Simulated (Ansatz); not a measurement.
Geometry optimisation, RHF/def2-SVP in Ansatz.

The input (input.yaml):

```yaml
crystal:
  periodic: [false, false, false]
  atoms:
    - { symbol: O, position_ang: [-1.4722, 0.5985, -0.6615] }
    - { symbol: C, position_ang: [-0.8155, 0.0179, 0.3594] }
    - { symbol: B, position_ang: [0.5844, -0.4401, -0.1789] }
    - { symbol: O, position_ang: [1.0863, -0.1909, -1.5553] }
    - { symbol: O, position_ang: [1.5366, -1.135, 0.7234] }
    - { symbol: H, position_ang: [-2.3955, 0.9232, -0.2868] }
    - { symbol: H, position_ang: [-1.3408, -0.8712, 0.7214] }
    - { symbol: H, position_ang: [-0.6307, 0.7471, 1.1978] }
    - { symbol: H, position_ang: [1.46, 0.7008, -1.4942] }
    - { symbol: H, position_ang: [2.0705, -0.4015, 1.1776] }
basis:
  gaussian: { orbitals: def2-SVP }
hamiltonian:
  xc: hf
relax:
  f_tol: 0.015
  max_steps: 40
```

Run as:

```bash
$ ansatz run input.yaml --threads 1 --pin off --max-ram 2048MiB --backend cpu --events-out ev --progress --plain --runs-dir out
```

Question: Where does it end, and by what steps?

Answer: The forces met the threshold. After 10 steps the energy has fallen by 2.303 eV; H9 moved furthest, 0.84 Å.

| step | energy less start (eV) | largest force component (eV/Å) | accepted |
| --- | --- | --- | --- |
| 0 | 0.0000 | 5.736 | yes |
| 1 | -0.9626 | 2.194 | yes |
| 2 | -1.2074 | 2.923 | yes |
| 3 | -1.5521 | 2.558 | yes |
| 4 | -1.9297 | 1.548 | yes |
| 5 | -2.1851 | 0.727 | yes |
| 6 | -2.2940 | 0.222 | yes |
| 7 | -2.2978 | 0.166 | yes |
| 8 | -2.3017 | 0.156 | yes |
| 9 | -2.3028 | 0.035 | yes |
| 10 | -2.3029 | 0.009 | yes |

```xyz
10
Properties=species:S:1:pos:R:3
O -1.330 0.697 -0.746
C -0.778 0.065 0.385
B 0.749 -0.255 0.078
O 1.291 0.085 -1.109
O 1.495 -0.872 1.020
H -2.239 0.906 -0.607
H -1.306 -0.864 0.626
H -0.846 0.702 1.275
H 0.657 0.508 -1.672
H 2.389 -1.022 0.752
```

Whether the end is a true minimum wasn't checked by a vibrational analysis.

Run time: 21 s on 1 thread of Arm Neoverse V1, on a shared host, peak memory 0.17 GiB.
